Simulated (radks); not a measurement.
Values are calculated unless marked as measured or tabulated.
All-electron atom: Ga IV in [Ne] 3s2 3p5.75 3d10 4p0.25 (fractional occupations, a model configuration).

Level of theory: Dirac Kohn-Sham, OLYP, spin-unpolarised, spherical densities, finite nucleus; open shells fill j = l - 1/2 first; Fermi nuclear charge, rms radius 3.9973 fm (a radial shooting solver on a logarithmic mesh with Libxc functionals).

Energy parts (eV):
| part | energy |
|---|---|
| total | -52838.505 |
| kinetic | 53889.764 |
| electron-nucleus | -126487.170 |
| Hartree | 21814.963 |
| exchange-correlation | -2056.062 |

Orbitals (lengths in bohr, moments of r in powers of bohr; <r^-3> diverges for s and p1/2; r(90%) holds 90 % of the orbital's charge):
orbital,occ.,eigenvalue (eV),<r>,r(90%),<r^2>,<r^-3>
1s1/2,2,-10263.87,0.04860,0.0869,0.003179,-
2s1/2,2,-1299.950,0.2175,0.337,0.05587,-
2p1/2,2,-1155.392,0.1882,0.308,0.04352,-
2p3/2,4,-1127.722,0.1917,0.313,0.04502,861.1
3s1/2,2,-185.0326,0.6502,0.973,0.4879,-
3p1/2,2,-138.1470,0.6688,1.03,0.5266,-
3p3/2,3.75,-134.5032,0.6792,1.04,0.5430,114.3
3d3/2,4,-55.6501,0.7691,1.30,0.7539,12.46
3d5/2,6,-55.1657,0.7740,1.31,0.7637,12.13
4s1/2,0,-37.3011,1.974,2.90,4.418,-
4p1/2,0.25,-28.3127,2.302,3.41,6.021,-
4p3/2,0,-28.0165,2.327,3.44,6.151,9.382
4d3/2,0,-16.5558,3.287,4.82,12.23,0.7751
4d5/2,0,-16.5260,3.293,4.83,12.28,0.7646

The highest occupied level is 4p1/2 at -28.313 eV. The configuration is held as typed, so some empty levels lie below it. The density falls to 0.001 e/bohr^3 at r = 2.88 bohr. The electron density at the nucleus is 2.82e+04 e/bohr^3. Summed over all electrons, <r^2> = 13.55 bohr^2, which gives a Langevin (diamagnetic) susceptibility term of -10.7 x 10^-6 cm^3/mol.
